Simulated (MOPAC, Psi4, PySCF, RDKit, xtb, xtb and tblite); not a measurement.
Two geometries of SMILES CC(=O)[SiH2]CC=O (C4H8O2Si), relaxed at GFN2-xTB with one dihedral held; other torsions can differ between them too.

Structure A

```
15

C     -1.6218     0.7736    -0.5970
C     -1.4850    -0.3765     0.3547
O     -2.3119    -0.6308     1.2009
Si     0.0800    -1.5017     0.2241
C      1.5626    -0.4895    -0.4831
C      1.8517     0.6459     0.4154
O      1.3621     1.7429     0.3271
H     -0.8163     1.4805    -0.3943
H     -1.5070     0.4215    -1.6203
H     -2.5820     1.2698    -0.4756
H     -0.1810    -2.5786    -0.7360
H      0.4006    -2.0240     1.5502
H      1.2916    -0.1254    -1.4731
H      2.4227    -1.1487    -0.5606
H      2.5492     0.4062     1.2413
```

Structure B

```
15

C     -1.8575     0.8459     0.0651
C     -1.4484    -0.4792    -0.5048
O     -2.0325    -1.0084    -1.4230
Si     0.1134    -1.3358     0.2429
C      1.6435    -0.3392    -0.3894
C      1.7886     0.8731     0.4396
O      1.2397     1.9262     0.2379
H     -2.0560     0.7341     1.1293
H     -1.0295     1.5469    -0.0410
H     -2.7391     1.2349    -0.4396
H      0.2195    -2.6934    -0.2831
H      0.0690    -1.3002     1.7076
H      1.4666    -0.0718    -1.4304
H      2.5282    -0.9657    -0.3149
H      2.4292     0.7356     1.3330
```

### Question
Which is lower in energy at the level PBE0-D3(BJ)/def2-SVP // GFN2-xTB (Psi4), and by how much?

### Answer
A is lower, by 1.95 kJ/mol (dihedral C2–Si4–C5–C6: 60° in A, 80° in B).

E(B) − E(A) in kJ/mol at the other levels, on the same two geometries: GFN2-xTB (xtb and tblite) 1.16; MMFF94 // GFN2-xTB (RDKit) 0.40; PBE0/def2-SVP // GFN2-xTB (Psi4) 1.67; PBE/def2-SVP // GFN2-xTB (Psi4) 1.34; PBE-D3(BJ)/def2-SVP // GFN2-xTB (Psi4) 1.68; UFF // GFN2-xTB (RDKit) 2.72; PM7, restricted, heats of formation // GFN2-xTB (MOPAC) 1.17; AM1, restricted, heats of formation // GFN2-xTB (MOPAC) 1.24; GFN1-xTB // GFN2-xTB (xtb) -2.82; restricted B3LYP/6-31G*, spherical d, density fitting // GFN2-xTB (PySCF) 1.02; restricted MP2 (frozen core)/3-21G // GFN2-xTB (PySCF) 3.73; restricted Hartree-Fock/LANL2DZ, with its core potentials past Ne // GFN2-xTB (PySCF) 1.10; restricted LDA (SVWN5)/6-31G*, spherical d, density fitting // GFN2-xTB (PySCF) 2.12.
